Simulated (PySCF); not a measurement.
Spectra and structures to be paired. Theory: PySCF 2.14.0, density-fitted response routines, TDDFT PBE0/def2-SVPD, vertical, gas phase, core orbitals frozen in the response. Geometries: GFN2-xTB; one conformer of each isolated species. Triplets are in the Tamm–Dancoff approximation.

A. `C[SiH2]N1C=NC=C1F`
B. `CC(OC([SiH2]Cl)=O)C`
C. `O([Si@H](C)P)[SiH3]`

Lowest singlet levels (six at most, fewer where fewer were computed) with oscillator strengths:

1. 209 nm (f 0.002); 207 nm (f 0.013); 194 nm (f 0.089); 190 nm (f 0.003); 187 nm (f 0.018); 179 nm (f 0.016); T1 4.45 eV
2. 202 nm (f 0.016); 190 nm (f 0.009); 178 nm (f 0.021); 177 nm (f 0.015); 172 nm (f 0.303); 170 nm (f 0.017); T1 5.49 eV
3. 256 nm (f 0.004); 182 nm (f 0.045); 181 nm (f 0.003); 177 nm (f 0.019); 174 nm (f 0.005); 170 nm (f 0.019); T1 4.17 eV

Question: Which spectrum belongs to which structure?

Answer: 1 = A, 2 = C, 3 = B.
- A: S1 at 5.94 eV, HOMO→LUMO+1 (61%), HOMO→LUMO (38%); Löwdin shares by element: HOMO carbon 69% or more, nitrogen 11% or more (atoms not listed hold the other 20%); LUMO silicon 28%, hydrogen 16% or more, carbon 15% or more (atoms not listed hold the other 40%); HOMO -6.68 and LUMO 0.13 eV.
- B: S1 at 4.85 eV, HOMO→LUMO (95%); Löwdin shares by element: HOMO oxygen 51% or more, carbon 14% or more, silicon 11%, chlorine 9% (atoms not listed hold the other 16%); LUMO oxygen 33%, carbon 28% or more, silicon 20% (atoms not listed hold the other 19%); HOMO -7.79 and LUMO -1.04 eV.
- C: S1 at 6.15 eV, HOMO→LUMO (83%), HOMO→LUMO+1 (9%); Löwdin shares by element: HOMO phosphorus 59%, silicon 15% or more, hydrogen 12% or more; LUMO silicon 41%, phosphorus 12%, oxygen 8% (atoms not listed hold the other 39%); HOMO -7.31 and LUMO -0.09 eV.
